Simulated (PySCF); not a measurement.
# One molecule, several mistakes: BClGeH4Si

These are calculations, not measurements. They come from PySCF 2.14.0, an open-source quantum chemistry program, on an isolated molecule that a program drew, which may never have been made. The molecule is BClGeH4Si (charge 0, singlet), drawn as the SMILES string `[SiH3][BH][Ge][Cl]`.

Each row is a Hartree-Fock (HF) and frozen-core CCSD(T) single point in the cc-pV(D+d)Z basis, meant for a local HF minimum. Run 1 is clean. Each other run has one planted mistake out of seven kinds, and not every kind appears here: one electron removed, one electron added, multiplicity raised by two, geometry at a saddle point, minimal basis STO-3G, one bond length entered in bohr, all coordinates scaled. The reference is restricted for singlets and unrestricted otherwise, and also for a bond in bohr. Adding or removing an electron swaps singlet and doublet. Electrons count all cores. HOMO and LUMO are orbital energies over both spins, the gradient is its largest component, and the lowest frequency (negative if imaginary) is given only where the gradient is small. Bond lengths are over the 7 bonds as drawn. T1 is the CCSD diagnostic: over 0.02 (restricted) or 0.045 (unrestricted) a single reference is doubtful. Germanium has the cc-pVDZ-PP basis, with a core potential (ECP10MDF) in place of its 10 inner electrons, and its 3s, 3p and 3d shells are frozen in CCSD(T).

Geometry of the clean run:
```xyz
8
BClGeH4Si, angstrom
Si    0.4996    0.7551   -0.2305
B     0.7540   -0.9099    0.9222
Ge   -0.2375   -1.2637    2.7429
Cl   -1.8179   -2.0963    1.3624
H    -0.5629    1.6528    0.2869
H     0.1801    0.4055   -1.6347
H     1.7830    1.5070   -0.2037
H     1.4462   -1.7981    0.5005
```

| run | electrons | basis functions | <S^2> | HOMO (eV) | LUMO (eV) | gradient (hartree/bohr) | lowest frequency (cm^-1) | mean bond (Å) | longest bond (Å) | T1 | HF (hartree) | CCSD(T) (hartree) | mistake |
|---|---|---|---|---|---|---|---|---|---|---|---|---|---|
| 1 | 72 | 103 | 0.000 | -8.93 | 0.17 | 1.8e-05 | 55 | 1.7225 | 2.258 | 0.0164 | -1068.82634 | -1069.29373 | no fault |
| 2 | 72 | 103 | 0.000 | -8.83 | 0.36 | 2.7e-02 | - | 1.6674 | 2.185 | 0.0160 | -1068.81937 | -1069.28651 | all coordinates scaled |
| 3 | 71 | 103 | 0.782 | -16.21 | -6.90 | 3.4e-02 | - | 1.7225 | 2.258 | 0.0249 | -1068.53572 | -1068.98560 | ? |
| 4 | 73 | 103 | 0.765 | -1.41 | 5.89 | 3.6e-02 | - | 1.7225 | 2.258 | 0.0192 | -1068.84864 | -1069.32142 | ? |

**Which mistake was planted in run 3, and what did it cost?**

It counts 71 electrons, one fewer than the clean run, at the same geometry and basis. So the mistake is: one electron removed. Subtracting run 1 and multiplying by 627.51 kcal/mol a hartree, the energy moved by 182.4 kcal/mol in HF and 193.4 kcal/mol in CCSD(T).

**Which mistake was planted in run 4, and what did it cost?**

It counts 73 electrons, one more than the clean run, at the same geometry and basis. So the mistake is: one electron added. Subtracting run 1 and multiplying by 627.51 kcal/mol a hartree, the energy moved by -14.0 kcal/mol in HF and -17.4 kcal/mol in CCSD(T).

